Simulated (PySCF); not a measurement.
# Structure from NMR data

The spectra below were simulated for a compound C₄H₁₃N₂OPSi.

$^{1}$H NMR (500 MHz, computed): δ 4.90 (m, 3H), 4.34 (m, 2H), 3.94 (m, 2H), 2.15 (m, 2H), 1.49 (br s, 2H), 1.28 (m, 2H).

$^{13}$C{$^{1}$H} NMR (computed): δ 70.2 (CH2, 2C), 35.1 (CH2, 2C).

- geometry: GFN2-xTB
- NMR shieldings at PBE0/pcSseg-1/GIAO
- code: PySCF 2.14.0 with density-fitted response routines
- single conformer, gas phase, equivalent nuclei averaged, no relativistic terms

Chemical shifts δ = σref − σ; $^{1}$H (σ = 31.72 ppm), $^{13}$C (σ = 186.93 ppm) against TMS, all at this level.

Problem. What is the structure?

Solution. 
2 carbon signals for 4 carbons: some carbons are equivalent by symmetry or fast rotation. Carbon types of the structure: 4 × CH2, leaving 5 H on heteroatoms. δC 70.2: sp3 CH2 bonded to O; the inductive effect lowers its shielding. δC 35.1: sp3 CH2 bonded to P. δH 4.90: hydrogen on a silicon bonded to N. δH 4.34, 3.94: hydrogen on an sp3 CH2 bonded to O; its carbon carries O, hence the downfield position. δH 2.15, 1.28: hydrogen on an sp3 CH2 bonded to P. δH 1.49: hydrogen on a nitrogen bonded to P; labile proton, position sensitive to the medium.

Structure: SMILES NP1(=N[SiH3])CCOCC1.

This is the structure that produced the data.

OH/NH shifts are gas-phase values; hydrogen bonding in solution moves them, usually downfield. Splittings by $^{31}$P in the carbon and heteronuclear signals aren't shown, as no couplings were computed. Shifts are as computed. Against solution values, carbons near 30 ppm lie about +3 ppm off and those near 130 ppm about +5 ppm. Of 1211 compounds with measured shifts, 218 miss one by over three times the rms of a fit or turn the order of signals round; such compounds aren't used in these exercises. Multiplicities follow the n + 1 count of equivalent neighbours, as no J values were calculated; m marks all less simple cases, F and P coupling included.
